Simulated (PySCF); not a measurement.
Computed shifts of a molecule C₂H₈O₂Si, PySCF with HF/pcSseg-1, GIAO, gas phase, atoms alike by connectivity averaged where their shifts nearly agree, in ppm (number of nuclei): ¹³C: 2.6 (1), 0.5 (1). ²⁹Si: -1.1 (1). ¹H: 1.94 (2), 0.50 (3), 0.35 (3). References: ¹³C against TMS (σ = 192.6 ppm); ²⁹Si against TMS (σ = 393.8 ppm); ¹⁷O against H2O (σ = 333.0 ppm); ¹H against TMS (σ = 31.99 ppm), references at their B3LYP-D3(BJ)/def2-TZVP geometries, non-relativistic. Geometry optimised at B3LYP-D3(BJ)/def2-SVP. Other conformers were not sampled.

### Question
Which structure fits?
A. CO[Si@@H](C)O
B. OC[SiH2]CO
C. C[Si](C)(O)O
D. OCCO[SiH3]

### Answer
C, C[Si](C)(O)O
